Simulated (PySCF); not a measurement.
BeGeH5N. Atoms are numbered in the order given.

```xyz
8

Be    -0.1135     1.1241    -0.7086
N     -0.2281     2.3838    -1.5085
H     -0.5720     3.2652    -1.1594
H      0.0269     2.4805    -2.4794
Ge     0.0692    -0.7252     0.4590
H      0.9871    -1.7707    -0.2165
H      0.6709    -0.5024     1.8657
H     -1.2751    -1.4505     0.6948
```
Charge 0, spin multiplicity 1.

Geometry: B3LYP-D3(BJ)/def2-TZVP. The values are those of a single conformer.

Method: TDDFT-LC-ωPBE/def2-SVPD in PySCF.

Vertical excitations. Gas-phase values at a fixed geometry.

```csv
state,energy (eV),λ (nm),f,main pairs
S1,5.93,209,0.000,"HOMO−1→LUMO 75 %, HOMO−1→LUMO+4 17 %"
S2,6.25,198,0.087,"HOMO→LUMO 81 %, HOMO→LUMO+4 15 %"
S3,6.70,185,0.011,"HOMO−1→LUMO+1 71 %, HOMO→LUMO+2 13 %"
S4,6.92,179,0.139,"HOMO→LUMO+2 55 %, HOMO→LUMO+5 20 %, HOMO−1→LUMO+1 19 %"
S5,7.35,169,0.067,"HOMO→LUMO+1 42 %, HOMO→LUMO+3 34 %, HOMO−1→LUMO+2 15 %"
S6,7.64,162,0.466,"HOMO−1→LUMO+2 55 %, HOMO−1→LUMO+5 20 %, HOMO→LUMO+3 10 %"
S7,8.04,154,0.003,"HOMO−3→LUMO 69 %, HOMO−3→LUMO+4 14 %"
S8,8.31,149,0.065,"HOMO−2→LUMO 67 %, HOMO−2→LUMO+4 11 %"
S9,8.42,147,0.000,"HOMO−1→LUMO+4 60 %, HOMO−1→LUMO 17 %, HOMO−1→LUMO+10 12 %"
S10,8.50,146,0.004,"HOMO−1→LUMO+3 33 %, HOMO−2→LUMO+2 25 %, HOMO−2→LUMO+5 9 %, HOMO−3→LUMO+3 6 %"
T1,4.93,251,0,"HOMO→LUMO 72 %, HOMO→LUMO+4 24 %"
T2,5.58,222,0,"HOMO→LUMO+2 57 %, HOMO→LUMO+5 39 %"
T3,5.80,214,0,"HOMO−1→LUMO 73 %, HOMO−1→LUMO+4 17 %"
T4,6.13,202,0,"HOMO−1→LUMO+2 63 %, HOMO−1→LUMO+5 20 %"
```
Triplets are in the Tamm–Dancoff approximation, which puts them higher than full response would, so one can lie above its singlet here.
